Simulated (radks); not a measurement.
Coulomb parameter of the 5d shell of neutral osmium in the model configuration [Xe] 4f14 5d5 6s2 6p1, as a second difference U = [E(n + 0.25) + E(n - 0.25) - 2 E(n)] / (0.25)^2 with all orbitals relaxed. "Bare": the charge of the atom changes with n. "Screened": the 6p shell takes up the change at fixed total charge, which measures U(5d,5d) + U(6p,6p) - 2 U(5d,6p). Method: scalar-relativistic Kohn-Sham, LDA (Slater exchange, Perdew-Wang correlation), spin-unpolarised, spherical densities, point nucleus; computed with a radial shooting solver on a logarithmic mesh with Libxc functionals.

case,configuration,E - E(n) (eV)
start,[Xe] 4f14 5d5 6s2 6p1,0.000
bare +0.25,[Xe] 4f14 5d5.25 6s2 6p1,-2.183
bare -0.25,[Xe] 4f14 5d4.75 6s2 6p1,2.753
screened +0.25,[Xe] 4f14 5d5.25 6s2 6p0.75,-1.749
screened -0.25,[Xe] 4f14 5d4.75 6s2 6p1.25,1.895

U(bare) = 9.126 eV, U(screened by 6p) = 2.320 eV, against the Slater integral F0(5d,5d) = 14.381 eV with frozen orbitals. The step up makes a negative ion, whose loosely bound charge lowers the bare value.
